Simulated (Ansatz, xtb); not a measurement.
# Two structures of C2H2Ge

Structure a is a singlet given by its coordinates and structure b is `C=[C]=[Ge]`, a singlet. Both are isolated molecules in the gas phase, relaxed with r2SCAN-D4/def2-TZVP.

a (Å):

```yaml
atoms:
  - { symbol: C, position_ang: [-0.3325, 0.3715, 0.4709] }
  - { symbol: C, position_ang: [0.3714, -0.6952, 0.0909] }
  - { symbol: Ge, position_ang: [1.4540, 0.4610, 1.1895] }
  - { symbol: H, position_ang: [0.1792, -1.5780, -0.5118] }
  - { symbol: H, position_ang: [-1.3446, 0.7313, 0.3109] }
```

Close contacts (Å): C1–C2 1.33, C1–Ge3 1.93, C2–Ge3 1.93, C1–H5 1.09, C2–H4 1.09.

b (Å):

```xyz
5

C     0.0259    0.3294    0.5271
C    -0.6283   -0.7296    0.0944
Ge    0.9111    1.7613    1.1113
H    -0.3745   -1.7435    0.4121
H    -1.4624   -0.6546   -0.6071
```

Question: Which of the two would you expect CCSD(T)/def2-TZVPP electronic energies to favour?

Answer: Structure a; the calculation gives E(b) − E(a) = +0.615 eV.

The same difference at several levels:

```
              level             geometry  E(b) − E(a) (eV)  departure from the last row (eV)  job, with rough time for the two
           GFN2-xTB             GFN2-xTB              +0.398                            −0.216              optimisation, 0.15 s
          HF/STO-3G             GFN2-xTB              +1.482                            +0.867               single point, 0.2 s
 r2SCAN-D4/def2-SVP             GFN2-xTB              +0.656                            +0.041               single point, 1.6 s
r2SCAN-D4/def2-TZVP  r2SCAN-D4/def2-TZVP              +0.658                            +0.043                optimisation, 17 s
      HF/def2-TZVPP  r2SCAN-D4/def2-TZVP              +0.728                            +0.114           part of the CCSD(T) run
     MP2/def2-TZVPP  r2SCAN-D4/def2-TZVP              +0.774                            +0.159           part of the CCSD(T) run
 CCSD(T)/def2-TZVPP  r2SCAN-D4/def2-TZVP              +0.615                                                  single point, 20 s
```

None of the levels shown reverses the order. The largest departure from CCSD(T)/def2-TZVPP is that of HF/STO-3G, 0.867 eV.

With harmonic frequencies from r2SCAN-D4/def2-TZVP (ideal gas, rigid rotor, one conformer each, 298.15 K, 1 atm): the zero-point term adds −0.022 eV; ΔH is +0.614 and ΔG +0.583 eV.

The correlated steps freeze 11 core orbitals; the filled d shell of Ge is correlated, in a basis made for valence electrons. Run with Ansatz 0.2.0, xtb 6.7.1; the last row on 2 threads of Arm Neoverse V2 on a shared host.
